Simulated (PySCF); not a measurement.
Delta-SCF ions had no search for a lower state. Excitations are Tamm–Dancoff values on a coarser integration grid. The basis has no diffuse functions, so Rydberg states are missing or too high.

# C2H6Br2O2Sn, SMILES `C[O][Sn]([Br])([Br])[O]C` (C–O–Sn–Br torsion -174°, Br–Sn–O–C torsion 65°) (charge 0, multiplicity 1)

Level of theory: CAM-B3LYP-D3(BJ)/def2-TZVP // CAM-B3LYP-D3(BJ)/def2-SVP (PySCF).

```yaml
HOMO: -9.81 eV
dipole_moment: 1.36 D
HOMO–LUMO gap: 8.11 eV
LUMO: -1.70 eV
S1 excitation (TDA): 4.77 eV
S1 oscillator strength: 0.006
T1 excitation (TDA): 4.37 eV
S1–T1 gap (TDA): 0.39 eV
vertical ionisation energy (Delta-SCF): 10.39 eV
total_energy: -5593.2398 Ha
cost: roughly 21 core-minutes
```

```xyz
13

C      2.6163     0.0059     0.5211
O      1.6919     1.0732     0.5279
Sn    -0.1042     0.8666    -0.2021
Br    -1.1984     3.0677    -0.1759
Br    -0.0057    -0.0552    -2.4986
O     -1.0625    -0.4081     0.9322
C     -2.3761    -0.8326     0.6498
H      3.5797     0.3977     0.8811
H      2.7758    -0.4085    -0.4903
H      2.3082    -0.8162     1.1905
H     -2.6602    -1.5774     1.4089
H     -2.4606    -1.3103    -0.3429
H     -3.1041    -0.0031     0.6996
```
Charge 0, spin multiplicity 1.
